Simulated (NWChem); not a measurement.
# CH4OSe; SMILES [SeH]OC

```xyz
7

Se    -0.0215    -0.7434     0.0362
H     -0.4421    -0.8265    -1.3834
O      0.6228     0.9431    -0.0316
C     -0.3417     1.9632     0.0393
H     -0.9828     1.8807     0.9348
H      0.2154     2.9121     0.0879
H     -0.9938     1.9857    -0.8539
```
Atoms are numbered in this order, from 1.

Computed with NWChem. The geometry was optimised at PBE0/def2-SVP. Ions are spin-unrestricted doublets at the neutral geometry; other ion states weren't tried.

Predict the results for PBE/def2-SVP. Quantities: vertical ionisation energy, ΔSCF (eV); −ε(HOMO) (eV).


```json
{
 "vertical ionisation energy, ΔSCF (eV)": "8.99",
 "−ε(HOMO) (eV)": "5.35"
}
```
